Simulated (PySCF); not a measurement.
Calculated NMR parameters of C=CC1(C=C)[SiH2][C@H]1C

```yaml
Formula: C7H12Si
SMILES: C=CC1(C=C)[SiH2][C@H]1C
InChI: InChI=1S/C7H12Si/c1-4-7(5-2)6(3)8-7/h4-6H,1-2,8H2,3H3/t6-/m0/s1
Point_group_of_the_computed_structure: C1
Degrees_of_unsaturation: 3
Carbon_signals: 7
Proton_signals: 10
```

Numbering as in the mapped SMILES `[CH2:1]=[CH:2][C:3]1([CH:4]=[CH2:5])[SiH2:6][C@H:7]1[CH3:8]`. Each H is labelled by its parent atom. Ha(C1), Ha(C5) are cis to C3; Ha(Si6) is cis to C8 on the ring; Hb(C1), Hb(C5) are trans to C3; Hb(Si6) is trans to C8 on the ring.

[PySCF 2.14.0 with density-fitted response routines: GFN2-xTB geometry; σ from GIAO-PBE0/pcSseg-1; gas phase; non-relativistic; one computed conformer; rapidly exchanging positions averaged]

Shifts are taken against calculated references (same method and geometry level): TMS for ¹H and ¹³C and ²⁹Si.

| carbon | δC, type | δH (multiplicity) | HMBC from (2–3 bonds) | span of the C tensor (ppm) |
| --- | --- | --- | --- | --- |
| C1 | 131.6, CH2 | Ha(C1) 5.53 (m); Hb(C1) 5.69 (m) | H(C2) | 212 |
| C2 | 145.9, CH | 6.32 (m) | H(C4), Hb(C1), Ha(C1), Ha(Si6), Hb(Si6), H(C7) | 238 |
| C3 | 44.4, C | – | H(C2), H(C4), Hb(C1), Ha(C1), Ha(C5), Hb(C5), Ha(Si6), Hb(Si6), H(C8), H(C7) | 76 |
| C4 | 151.6, CH | 5.76 (m) | H(C2), Ha(C5), Hb(C5), Ha(Si6), Hb(Si6), H(C7) | 228 |
| C5 | 115.5, CH2 | Ha(C5) 5.28 (m); Hb(C5) 5.22 (m) | H(C4) | 205 |
| C7 | 22.4, CH | 1.32 (m) | H(C2), H(C4), Ha(Si6), Hb(Si6), H(C8) | 52 |
| C8 | 15.4, CH3 | 1.36 (m) | Ha(Si6), Hb(Si6), H(C7) | 21 |

Other nuclei:
| atoms | nucleus | environment | δ (ppm) | σ (ppm) |
| --- | --- | --- | --- | --- |
| Ha(Si6) | ¹H | hydrogen on a silicon bonded to 2 C, in a 3-membered ring | 2.81 | 28.90 |
| Hb(Si6) | ¹H | hydrogen on a silicon bonded to 2 C, in a 3-membered ring | 2.66 | 29.06 |
| Si6 | ²⁹Si | silicon bonded to 2 C, 2 H, in a 3-membered ring | -129.7 | 478.9 |

- Carbon types of the structure: 1 × C, 3 × CH, 2 × CH2, 1 × CH3, leaving 2 H on heteroatoms.
- δC 151.6, 145.9: alkene CH; an sp2 carbon of a C=C bond.
- δC 131.6, 115.5: terminal =CH2 carbon; the olefinic region.
- δC 15.4: methyl carbon; aliphatic region, no heteroatom directly attached.
- δH 5.69, 5.53, 5.28, 5.22: hydrogen on a terminal =CH2 carbon; olefinic region.
- δH 1.32: hydrogen on a three-membered-ring carbon; cyclopropane-type protons are shielded by the ring.

Shifts are as computed. Against solution values, carbons near 30 ppm lie about +3 ppm off and those near 130 ppm about +5 ppm. Of 1211 compounds with measured shifts, 218 miss one by over three times the rms of a fit or turn the order of signals round; such compounds aren't used in these exercises. Multiplicities follow the n + 1 count of equivalent neighbours, as no J values were calculated; m marks all less simple cases, F and P coupling included.
